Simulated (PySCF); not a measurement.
# Ionising InBr

TPSSh; In def2-TZVPPD with ECP28, Br def2-TZVPPD; scalar-relativistic core potentials (PySCF 2.14). Neutral (UKS): singlet (closed shell), Re = 2.577 Å, ωe = 214 cm⁻¹, De = 4.24 eV, HOMO -6.62 eV, LUMO -2.19 eV.

InBr⁻ (UKS): doublet (π ↑), Re = 2.778 Å, ωe = 144 cm⁻¹, De = 1.19 eV to In + Br⁻. The energies at the minima are -2764.22016 hartree for InBr and -2764.23567 for InBr⁻.

(1) Work out the adiabatic electron affinity, without and with harmonic zero-point energies (1 hartree = 27.2114 eV, 1 eV = 8065.5 cm⁻¹), and the change of the bond length.

Spin–orbit coupling is left out, which matters for elements this heavy, above all for dissociation energies. For an ion De counts to the pair picked by the measured ionisation energies or electron affinities, which need not be the lowest pair at this level. The highest Kohn–Sham level is positive in this anion. Much of that is self-interaction error, but it also means that the finite basis helps to hold the extra electron. States were picked by a PBE0 search and need not be the measured ground states.

## Answers

(1) At TPSSh: 0.01551 hartree = 0.422 eV between the minima; the zero-point term (214.0 − 144.0)/2 cm⁻¹ = +0.004 eV makes it 0.426 eV. Re changes by +20.1 pm against the neutral. The electron enters a π orbital; in so polar a molecule the change of length follows mostly from the change of the ionic charges.
